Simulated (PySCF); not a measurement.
Excitation energy of Sc by level of theory

Sc [Ar] 3d1 4s2 (2D) → Sc [Ar] 3d1 4s1 5s1 (4D), as a difference of total energies. All numbers are calculated (PySCF 2.14, no relativity, point nucleus, in aug-cc-pVTZ with one added diffuse shell each of s, p, d, f, g type (9s8p6d4f3g, 118 functions)). Correlated levels: valence: [Ar] frozen. The calculations carry no spin-orbit coupling.

| method | excitation energy (eV) |
| --- | --- |
| UHF | 3.236 |
| LDA | 4.232 |
| PBE | 4.097 |
| PBE0 | 3.967 |
| r2SCAN0 | 3.953 |
| PBEsol | 4.083 |
| MP2 (valence) | 3.884 |
| SCS-MP2 (valence) | 4.074 |

Problem. How much does correlation contribute at MP2 (valence)?

Solution. 3.884 − (3.236) = 0.648 eV, measured against UHF.

The promoted electron is Rydberg-like, and one or two diffuse shells describe it only roughly, which tends to raise the upper state.
